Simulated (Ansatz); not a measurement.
Gas-phase electronic energies from Ansatz, PBE0-D4/def2-TZVP geometries. CCSD(T)/CBS is the MP2 limit (def2-TZVPP, def2-QZVPP) plus CCSD(T) − MP2 in def2-TZVPP, frozen cores. This one scheme is used for every species. DFT in def2-TZVPP. One conformer a species, not always the lowest.

Reaction (formal exchange of groups at a B–O bond): `BOBF` + `[AlH]1[SiH2][S]1` → `[BH2][Al]1[SiH2][S]1` + `OBF`

`BOBF`:

```xyz
7

B    -0.593    0.746   -0.780
O     0.389    0.536    0.141
B     0.622   -0.650    0.771
F     1.612   -0.689    1.639
H    -1.326   -0.151   -1.087
H    -0.678    1.841   -1.250
H    -0.026   -1.632    0.566
```

`[AlH]1[SiH2][S]1`:

```xyz
6

Al    1.238    0.628    0.126
Si   -0.839   -0.266   -0.381
S     0.209   -0.693    1.507
H     2.605    1.404    0.108
H    -1.071   -1.491   -1.192
H    -2.142    0.418   -0.167
```

`[BH2][Al]1[SiH2][S]1`:

Z-matrix (Å, degrees):
```
Si
Al 1 2.337
S 1 2.181 2 57.8
H 1 1.487 2 124.8 3 96.9
H 1 1.487 2 124.8 3 -96.9
B 2 2.099 1 165.2 3 179.9
H 6 1.196 2 121.4 1 -88.6
H 6 1.196 2 121.4 1 89.2
```

`OBF`:

```xyz
5

O    -0.860   -0.158   -0.494
B     0.205   -0.147    0.326
F     1.198    0.718    0.126
H    -0.809    0.498   -1.197
H     0.265   -0.911    1.238
```

```json
{"level": "r2SCAN-D4", "ΔE (kJ/mol)": "124.1"}
{"level": "r2SCAN0-D4", "ΔE (kJ/mol)": "128.7"}
{"level": "PBE", "ΔE (kJ/mol)": "112.4"}
{"level": "r2SCANh", "ΔE (kJ/mol)": "126.4"}
```

Problem. What does CCSD(T)/CBS give? (An estimate is asked.)

Solution. Computed: +129.1 kJ/mol. The listed levels differ from it by -5.0, -0.4, -16.7, -2.7 kJ/mol.

Problem. What do rigid-rotor, harmonic-oscillator terms from PBE0-D4/def2-TZVP frequencies (298.15 K, 1 bar) make of the CCSD(T)/CBS value? (An estimate is asked.)

Solution. The calculation gave: ΔZPE = +5.2 kJ/mol, ΔH = +135.4 kJ/mol, ΔS = 8 J/(mol·K), ΔG = +133.0 kJ/mol.

Largest T1 diagnostic among the species: 0.016.

From BLYP to BHLYP (50 % exact exchange), in def2-TZVPP and without D4, ΔE moves by +14.8 kJ/mol. At CCSD(T), def2-SVP lies +9.6 kJ/mol from the extrapolated value and def2-TZVPP −1.3 kJ/mol. Leaving LDA and LC-ωPBE aside and taking each functional with its dispersion term where it has one, the values, not all of them listed here, spread over 25.6 kJ/mol, from revPBE-D4 to CAM-B3LYP-D4. LDA lies +8.4 kJ/mol from PBE without D4.
